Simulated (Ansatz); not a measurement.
`[SiH3]O[Si]Br` + H–F → `F[SiH3]` + `O[Si]Br` at 700 K and 1 bar (ligand exchange at the Si–O bond).

Gas-phase electronic energies from Ansatz, PBE0-D4/def2-TZVP geometries. CBS: MP2 limit from def2 TZ/QZ plus the TZ coupled-cluster correction, frozen cores. This one scheme is used for every species. For Br outer-core shells are correlated without core-valence functions, which leaves a few kJ/mol of doubt a bond. Scalar relativity is left out up to krypton. Each species was taken in one conformer, which may not be the lowest.

```
        species  CCSD(T)/CBS energy (Eh)  H − E (kJ/mol)  S (J/(mol·K))
`[SiH3]O[Si]Br`              -3228.55316           145.1          444.5
            H–F               -100.39570            45.2          198.5
      `F[SiH3]`               -390.72345           108.4          291.4
      `O[Si]Br`              -2938.23569            79.1          346.3
```

H − E and S are ideal-gas, rigid-rotor, harmonic terms from PBE0-D4/def2-TZVP, for one conformer and one mirror image of each species. 1 Eh = 2625.50 kJ/mol, R = 8.31446 J/(mol·K).

Problem. By hand: ΔE, ΔH, ΔS and ΔG.

Solution. ΔE = (-390.72345) + (-2938.23569) − (-3228.55316) − (-100.39570) = -0.01028 Eh = -27.0 kJ/mol. Δ(H − E) = 108.4 + 79.1 − 145.1 − 45.2 = -2.8, so ΔH = -29.8 kJ/mol. ΔS = 291.4 + 346.3 − 444.5 − 198.5 = -5.3 J/(mol·K). ΔG = -29.8 − 700 × (-5.3)/1000 = -26.1 kJ/mol.

Problem. By hand: the equilibrium constant, and the temperature at which ΔG would vanish if ΔH and ΔS stayed fixed.

Solution. log₁₀ K = −ΔG/(RT ln 10) = 1.9. ΔG = 0 at ΔH/ΔS = 5623 K, far beyond where these terms or the molecules hold.

The number of gas molecules stays the same, so ΔS is small and ΔH decides. A doubt of 5 kJ/mol in ΔE shifts log₁₀ K by 0.4 here. Other conformers and mirror images would add mixing entropy, several J/(mol·K) or more a flexible species. These are equilibria of isolated gas molecules and say nothing of rates. Largest T1 diagnostic: 0.012 (customary marks: 0.02 for closed shells, 0.045 for open ones).
